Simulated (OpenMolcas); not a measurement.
Mo5+ (d1) among equal point charges was computed by CASSCF with the d shell active (OpenMolcas, ANO-RCC-VDZP on the metal). Its lowest spin-free states, and all those of the highest spin:

| 2S+1 | Degeneracy | E (cm-1) |
| --- | --- | --- |
| 2 | 1 | 0.0 |
| 2 | 2 | 1160 |
| 2 | 2 | 3982 |

Task: Is the site octahedral, tetrahedral or cube-like, axial, or of lower symmetry?

Result: The states with 2S+1 = 2 have orbital degeneracies 1, 2, 2. There are pairs but no triples, so the site is axial: not cubic, but with a proper or improper axis of order three or more. The run had Mo5+ among 6 point charges of -1.7 e arranged as a trigonal prism (D3h), 2.12 Å from the ion, with a polar angle of 54.0° against the regular 49.1°.

The ground term spreads over less than 5000 cm-1, several times less than with real ligands, so orbital moments are less quenched and χT lies further from the spin-only value than at real sites. This is an electrostatic model: the charges have no orbitals. No measured value stands beside these numbers.
